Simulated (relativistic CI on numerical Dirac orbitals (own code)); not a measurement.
**Radial parameters of Nd¹⁸⁺**

Computed by Dirac-Coulomb-Breit CI, separate exchange-only KLI orbitals for each configuration, QED by a radiative potential, unscaled Slater integrals (own radial code, finite nucleus).

Slater integrals F^k, G^k are unscaled and averaged over j, outside the closed core [Ar] 3d10; ζ comes from projecting the Hamiltonian with its Breit term on Σ l·s of the shell.

- 4s2.4p6.4d6: F^2(4d,4d) = 160430, F^4(4d,4d) = 108660, ζ(4d) = 15617 cm⁻¹; <r>(4d) = 0.6314, <r^2>(4d) = 0.4559 (bohr units).
- 4s2.4p5.4d7: ζ(4p) = 137370, F^2(4d,4d) = 160440, F^4(4d,4d) = 108660, F^2(4p,4d) = 164770, G^1(4p,4d) = 207830, G^3(4p,4d) = 131760, ζ(4d) = 15565 cm⁻¹; <r>(4p) = 0.6044, <r^2>(4p) = 0.4129, <r>(4d) = 0.6313, <r^2>(4d) = 0.4557 (bohr units).
- 4s2.4p6.4d5.4f: F^2(4d,4d) = 160440, F^4(4d,4d) = 108660, ζ(4d) = 15641, F^2(4d,4f) = 156420, F^4(4d,4f) = 102450, G^1(4d,4f) = 176540, G^3(4d,4f) = 116710, G^5(4d,4f) = 84313, ζ(4f) = 1700.1 cm⁻¹; <r>(4d) = 0.6315, <r^2>(4d) = 0.4559, <r>(4f) = 0.6457, <r^2>(4f) = 0.4798 (bohr units).

**Question.** Give the Racah parameters of the d shell in 4s2.4p6.4d6.

**Answer.** B = F²/49 − 5F⁴/441 = 2042 cm⁻¹ and C = 35F⁴/441 = 8624 cm⁻¹.

Averages of the first 10 configurations, taken without configuration mixing, which lowers the lowest level and can move excited configurations by several eV; other configurations of the list can lie among them:

```tsv
Configuration	Parity	States	Average energy above the lowest level (eV)
4s2.4p6.4d6	even	210	12.6
4s2.4p5.4d7	odd	720	137.5
4s2.4p6.4d5.4f	odd	3528	143.0
4s2.4p4.4d8	even	675	264.5
4s.4p6.4d7	even	240	225.2
4s2.4p6.4d5.5s	even	504	177.8
4p6.4d8	even	45	441.1
4s2.4p6.4d5.5p	odd	1512	209.8
4s.4p6.4d6.4f	odd	5880	354.2
4s2.4p6.4d5.5d	even	2520	256.8
```
